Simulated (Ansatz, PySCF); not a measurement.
Reaction R1 + R2 → P1 + P2, each structure at its B3LYP-D3(BJ)/def2-TZVP stationary point, reached from a drawn start (curvature not checked).
R1, H2O2 (SMILES OO) (charge 0, multiplicity 1):
```xyz
4

O     -0.66775     0.24835     0.28657
O      0.66249     0.25680    -0.29128
H     -1.14599    -0.26807    -0.37792
H      1.15125    -0.23708     0.38263
```
P1: H2O (SMILES O), charge 0, multiplicity 1.
P2: O4Ru (SMILES [O]=[Ru](=[O])(=[O])=[O]), charge 0, multiplicity 1.
R2, O3Ru (SMILES [O]=[Ru](=[O])=[O]) (charge 0, multiplicity 1):
```xyz
4

Ru     0.0000     0.0000     0.0000
O      1.6743     0.0000     0.0000
O     -0.8371     1.4499     0.0000
O     -0.8371    -1.4499     0.0000
```

P less R. No zero-point or thermal terms; singlets are restricted closed shells; no spin–orbit coupling. The spin states of the d-block species are the ones drawn and need not be the lowest.

Correlated levels freeze the cores.

The values were computed with Ansatz (a program for electronic structure); PySCF for the D3/D4 terms. No computed number here is a measurement. Elements past Kr take the def2 small-core potentials, without spin–orbit coupling.

PBE/def2-TZVPP gives -3.081 eV for the reaction energy.

**Question.** Predict the shift from PBE, with its sign, for: PBE-D3(BJ)/def2-TZVPP, r2SCAN/def2-TZVPP, B3LYP/def2-TZVPP, wB97M-V/def2-TZVPP, B2PLYP/def2-TZVPP, MP2/def2-QZVPP, CCSD(T)/def2-QZVPP.

**Answer.** PBE-D3(BJ)/def2-TZVPP -0.025; r2SCAN/def2-TZVPP -0.072; B3LYP/def2-TZVPP 0.734; wB97M-V/def2-TZVPP 1.279; B2PLYP/def2-TZVPP -0.138; MP2/def2-QZVPP -1.679; CCSD(T)/def2-QZVPP 0.572 eV. 3 of 7 lie above PBE; the widest gap is to MP2/def2-QZVPP.
